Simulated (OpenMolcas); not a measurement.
# V2+: ligand-field states by method

V2+ with 6 ligands (chloride) in octahedral coordination (Oh) at 2.55 Å. A charge of +0.667 e stands 2.6 Å behind each ligand. Ligand basis ANO-RCC-VDZP.
```
V     0.0000    0.0000    0.0000
Cl    2.5500    0.0000    0.0000
Cl    0.0000    2.5500    0.0000
Cl   -2.5500    0.0000    0.0000
Cl    0.0000   -2.5500    0.0000
Cl    0.0000    0.0000    2.5500
Cl    0.0000    0.0000   -2.5500
```

| Property | Result |
| --- | --- |
| Program | OpenMolcas 26.06 |
| Basis | ANO-RCC-VDZP [5s4p2d1f] |
| Scalar Hamiltonian | DKH2, point nucleus |
| Active space | 3 electrons in 5 orbitals (3d) |
| State averaging | 2S+1 = 4 even, 10 roots; 2S+1 = 2 even, 40 roots |
| Spin-orbit coupling | state interaction with AMFI integrals over the reference wave functions |

I. CASSCF
II. SS-CASPT2, IPEA 0.25 Eh, imaginary shift 0.1 Eh (closed shells correlated: 3s 3p and the ligand valence shells)

Spin-free states (labels of O, the rotations of Oh) in cm-1, each column counted from its own energy of the first state listed:

```csv
State,Degeneracy,I,II
4A2,1,0,0
4T2,3,5714,6150
4T1,3,9835,9990
2E,2,15947,12750
2T1,3,16669,13470
2A1,1,19578,16090
2T2,3,20298,16310
4T1,3,21172,18040
2T2,3,22476,19090
2T1,3,23068,20090
2E,2,24811,20820
2T1,3,26684,22970
2T1,3,28623,27110
2T2,3,29433,26920
2E,2,33374,31990
2A2,1,37458,31310
2T2,3,38054,31880
2T1,3,40219,34890
2E,2,56552,46990
2T2,3,58138,49990
```

From I to II, I's first state of the same spin (4T2) moves from 5714 to 6150 cm-1, by about +430 cm-1.

From I to II, I's first state of another spin (2E) moves from 15947 to 12750 cm-1, by about -3200 cm-1.

I: A least-squares ligand-field fit to the states below 45000 cm-1, each weighted by its degeneracy and with a free common offset, gives 10Dq = 5815 cm-1, B = 899 cm-1 and C = 3398 cm-1 (C/B = 3.78), with an rms deviation of 79 cm-1. The same method and metal basis give the free ion B = 954 cm-1 (fit to its terms below 60000 cm-1, rms deviation 86 cm-1), so the nephelauxetic ratio is β = 899 / 954 = 0.94; it hangs on how both fits weigh the states, and computed free-ion B values tend to be too large, so β mixes covalency with correlation.

χT at 300 K: I 1.84, II 1.84 cm3 K/mol.

Roots that are degenerate in the reference are averaged as groups; the widest CASPT2 spread within a group is 600 cm-1 (the 3-fold group of multiplicity 4 near 9990 cm-1 above the lowest state of its run, II). Shifts and gaps below about the spread of the groups concerned are not significant. Over all roots computed the reference weight is 0.67 to 0.68 in II; a low but even weight reflects the number of correlated electrons. Ligand-to-metal charge-transfer states are missing. With no ligand orbital active B as a rule stays too high, so bands that hang on it stand too high and its fall with covalency is understated. Without dynamic correlation the repulsion within the d shell is too large (B by tens of per cent), so at a given field states of lower spin stand too high (holds for I). With metal d orbitals alone and no dynamic correlation the field as a rule comes out too small, by tens of per cent, by up to half for chloride and softer ligands (holds for I). These CASPT2 states fit no ligand-field parameters well, so their order and spin gaps are uncertain (holds for II). With one d shell and no ligand orbital active, 10Dq can be off by tens of per cent for divalent 3d ions, low with halides held by bare charges and at times high in hosts (holds for II). Free-ion shares, where given, are those of the reference states; single-state CASPT2 does not remix them (holds for II). No measured value stands beside these numbers; the geometry is a model, was not optimised and need not be the one that this ion takes.
